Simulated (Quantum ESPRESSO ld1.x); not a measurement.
The numbers below are computed, except where a source is named.
Mo36+, 6 electrons, occupied as [He] 2s2 2p2 (the NIST ground configuration).

Level of theory: scalar-relativistic Kohn-Sham, revPBE, spin-unpolarised, spherical densities, point nucleus (ld1.x of Quantum ESPRESSO 7.5).

Energy parts (eV):
total: -69943.1
kinetic: 72943.1
electron-nucleus: -146561.9
Hartree: 4926.4
exchange-correlation: -1250.6

Orbitals (lengths in bohr, moments of r in powers of bohr; r(max) is where P^2 peaks):
| orbital | occ. | eigenvalue (eV) | r(max) |
|---|---|---|---|
| 1s | 2 | -22603.1 | 0.023 |
| 2s | 2 | -5148.36 | 0.126 |
| 2p | 2 | -4928.67 | 0.099 |
| 3s | 0 | -2175.51 | 0.326 |
| 3p | 0 | -2107.24 | 0.308 |

The highest occupied level is 2p at -4928.7 eV. The density falls to 0.001 e/bohr^3 at r = 0.51 bohr. Summed over all electrons, <r^2> = 0.09110 bohr^2, which gives a Langevin (diamagnetic) susceptibility term of -0.0722 x 10^-6 cm^3/mol. For comparison, the ionisation energy in NIST's Atomic Spectra Database is 5084 eV (semi-empirical). In exact Kohn-Sham theory the highest level is minus the ionisation energy, but local and semilocal functionals leave it too shallow, through self-interaction and a potential that decays too fast; potentials with the right tail come closer.

Beside tabulated values, note that spin-unpolarised runs miss the spin-polarisation part of the exchange energy of open shells.
